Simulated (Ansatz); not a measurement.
Species: ScO₂, charge 0, multiplicity 2. The spin state was set by rule; other spins were not relaxed. SMILES: [O]=[Sc]=[O]
Geometry: optimised at B3LYP-D3(BJ)/def2-TZVP (Ansatz, a program for electronic structure).

Parts of the frozen-core correlation energy in def2-TZVPP (Ansatz, hartree). Frozen orbitals: 11; correlated occupied orbitals by spin: 8 and 7; virtual: 107 and 108. Open shells are spin-unrestricted. No spin-orbit coupling. Non-relativistic.

```
term                            value
-------------------------  ----------
reference (HF)             -909.52627
MP2 opposite-spin            -0.39025
MP2 same-spin                -0.14551
CCSD correlation             -0.52912
(T)                          -0.03561
T1 diagnostic                   0.067
largest doubles amplitude       0.032
<S^2> of the reference          0.775
```
